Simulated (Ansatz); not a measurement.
Cartesian coordinates (Å):
SMILES: O=C[C@@H]1CO1
```xyz
9

O      2.1050    -0.1459    -1.1649
C      1.3407     0.0295    -0.2532
C     -0.0505    -0.4988    -0.2278
C     -1.1201     0.3655     0.3033
O     -0.5985    -0.6970     1.0813
H      1.6185     0.6125     0.6495
H     -0.2899    -1.2558    -0.9673
H     -2.1270     0.2259    -0.0763
H     -0.8782     1.3642     0.6553
```
Charge 0, multiplicity 1.

These are frozen-core CCSD(T)/cc-pVTZ // B3LYP-D3(BJ)/def2-TZVP run with Ansatz (an electronic-structure program) values and carry that method's errors.

- HF energy = -265.69212 Ha
- MP2 correlation energy = -0.94768 Ha

### Question
Estimate the CCSD correlation energy, the (T) correction, the total energy and the T1 diagnostic.

### Answer

| Item | Result |
|---|---|
| CCSD correlation energy | -0.96455 Ha |
| (T) correction | -0.04275 Ha |
| CCSD(T) total energy | -266.69941 Ha |
| T1 diagnostic | 0.014 |
